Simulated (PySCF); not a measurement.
# A search over the determinants of KS

Unrestricted PBE0; K 6-31G(d,p), S 6-31G(d,p); no relativity (PySCF 2.14). Outer shells of the fragments: K 4s1; S 3s2 3p4.

Followed along the bond (rough minima from three points):

```json
{"2Ms+1": "2", "unpaired": "π ↑", "⟨S²⟩ at the start": "0.75", "R at minimum (Å)": "2.81", "Te (eV)": "0.00"}
{"2Ms+1": "2", "unpaired": "σ ↑", "⟨S²⟩ at the start": "0.75", "R at minimum (Å)": "2.67", "Te (eV)": "0.26"}
{"2Ms+1": "4", "unpaired": "σ ↑, π ↑↑", "⟨S²⟩ at the start": "3.75", "R at minimum (Å)": "none in the scan", "Te (eV)": "≤ 2.65"}
```

Solutions found at the starting distance of 2.930 Å, counted from the lowest of them; the search is not exhaustive and high or unbound solutions are not listed, so other states can lie among these:

```tsv
2Ms+1	unpaired	term	E (eV)	⟨S²⟩	⟨Lz²⟩	μ (D)
2	π ↑	²Π	0.00	0.75	1.01	-10.66
2	σ ↑	²Σ⁺	0.35	0.75	0.00	-11.07
4	σ ↑, π ↑↑	⁴Σ⁻	2.76	3.75	0.00	2.13
2	σ ↓, π ↑↑	mixed	2.79	1.75	0.00	2.61
4	σ ↑↑, π ↑	⁴Π	2.97	3.75	1.01	2.43
2	σ ↑, π ↑↓	mixed	3.21	1.76	2.01	2.35
4	π ↑↑↑	⁴Π	3.93	3.75	1.00	1.14
4	σ ↑, π ↑↑	mixed	4.19	3.75	2.01	1.26
4	σ ↑, π ↑↑	mixed	4.25	3.75	2.01	1.90
```

A term symbol is given only where ⟨S²⟩ and ⟨Lz²⟩ are close to those of a pure state; real π, δ and φ orbitals otherwise mix terms. A positive dipole means K(−)S(+).

Question: Compare the gap between the two lowest followed solutions at the starting distance with the gap between their minima.

Answer: At PBE0 the second solution (doublet, unpaired electrons σ ↑) lies +0.35 eV from the first (doublet, unpaired electrons π ↑) at 2.930 Å and +0.26 eV at the minima; the two curves relax by different amounts, since their minima lie near 2.67 and 2.81 Å.

Counting both spins, an empty level lies below a filled one in some of these solutions, because spin and occupation are held.
